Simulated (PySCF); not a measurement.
Input of a driver script around PySCF for `[Se]=[PH]1C=CCC=C1`, coordinates in Å (PBE0-D3(BJ)/def2-SVP geometry):
```
{"job": {"kind": "xas", "xc": "BHandHLYP", "basis": {"default": "aug-pcX-1", "H": "pcseg-1", "Se": "def2-SVPD", "P": "def2-SVPD"}}, "charge": 0, "multiplicity": 1}
Se     2.839230    -0.377786     1.248904
P      1.429736    -0.362958    -0.300262
C      0.218463    -1.695460    -0.288331
C     -1.102680    -1.489067    -0.237545
C     -1.798564    -0.169034    -0.255696
C     -0.951075     1.056883    -0.334001
C      0.384829     1.100619    -0.401014
H      2.003735    -0.454258    -1.602645
H      0.626870    -2.709543    -0.246128
H     -1.760897    -2.363525    -0.171026
H     -2.446303    -0.096447     0.639181
H     -2.519382    -0.158548    -1.096107
H     -1.500390     2.005858    -0.327288
H      0.911480     2.059206    -0.426004
```

Question: What does the run print?

Answer: 
```
coarse grid: 56952 points
cycle   1  E = -2937.0035133100  dE =  3.822e-01  |g| = 4.099e-01  |ddm| = 5.399e+00
cycle   2  E = -2937.0185549338  dE = -1.504e-02  |g| = 3.871e-01  |ddm| = 1.760e+00
cycle   3  E = -2937.0663396473  dE = -4.778e-02  |g| = 8.809e-02  |ddm| = 9.001e-01
...
final grid: 118648 points
...
cycle  11  E = -2937.0681988480  dE = -2.077e-09  |g| = 2.456e-05  |ddm| = 1.586e-04
cycle  12  E = -2937.0681988483  dE = -2.483e-10  |g| = 1.071e-05  |ddm| = 7.669e-05
converged SCF energy = -2937.0681988483

C K edge
   eV          f      from atoms
  282.611   0.00470   C5 C3
  282.616   0.11717   C3 C5
  282.680   0.00582   C6 C2
  282.683   0.11042   C2 C6
  285.698   0.00005   C4
  285.705   0.00113   C4
  285.996   0.03099   C2
  286.001   0.01191   C6
  286.013   0.01553   C4
  286.205   0.00585   C2
  286.214   0.00625   C6
  286.318   0.02453   C3
  286.321   0.01172   C5
  286.773   0.01282   C6
  286.785   0.01311   C2
  286.838   0.00101   C3
  286.840   0.00074   C5
  286.848   0.03774   C4
  287.116   0.01227   C6
  287.120   0.00691   C2
  287.457   0.00338   C2
  287.459   0.00193   C6
  287.554   0.00290   C2
  287.555   0.00400   C6
```

The calculation used core-valence-separated Tamm–Dancoff BHandHLYP/aug-pcX-1 (pcseg-1 on H, def2-SVPD on Se, def2-SVPD on P) in PySCF, non-relativistic, gas phase, PBE0-D3(BJ)/def2-SVP geometry. The program numbers atoms from 0. Absolute energies from this functional tend to lie a few eV below measured edges; no shift was applied. The SCF starts on a coarse grid and ends on the final one.

Carbon edge (atoms now counted from 1; roots within 0.03 eV on like atoms summed, the top roots left aside). The first line with a tenth or more of the strongest one's intensity is at 282.62 eV (f = 0.122, sum of 2), with the hole on C4/C6 (alkene CH carbon). It is also the strongest listed.

Kohn–Sham HOMO -6.90 eV, LUMO 0.01 eV, dipole moment 6.05 D.
